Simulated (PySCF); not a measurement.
Correlation energy of Br⁺ (bromine, charge +1)

[Ar] 3d10 4s2 4p4, high-spin 3P determinant. Computed with PySCF 2.14 in x2c-SVPall (5s4p3d, 32 functions), with scalar relativity by spin-free X2C-1e. Frozen: [Ar] 3d10; 6 electrons correlated.

MP2 pair energies summed by pair of shells (mhartree):

```
 pair  energy  share (%)
4p-4p  -37.50       48.5
4s-4p  -33.46       43.3
4s-4s   -6.29        8.1
```

Total MP2 correlation energy: -77.24 mhartree.

Same-spin part -19.05 and opposite-spin part -58.19 mhartree; SCS-MP2 scales them by 1/3 and 6/5 to -76.18 mhartree.

| level | correlation energy (mhartree) |
| --- | --- |
| CCSD | -93.23 |
| (T) | -1.12 |
| CCSD(T) | -94.35 |

Diagnostics: T1 = 0.0060, D1 = 0.0200, largest double amplitude 0.053.

Cost of the coupled-cluster step: 0.17 s of wall time on 1 thread of Neoverse-V1 (shared host), for 6 correlated electrons.
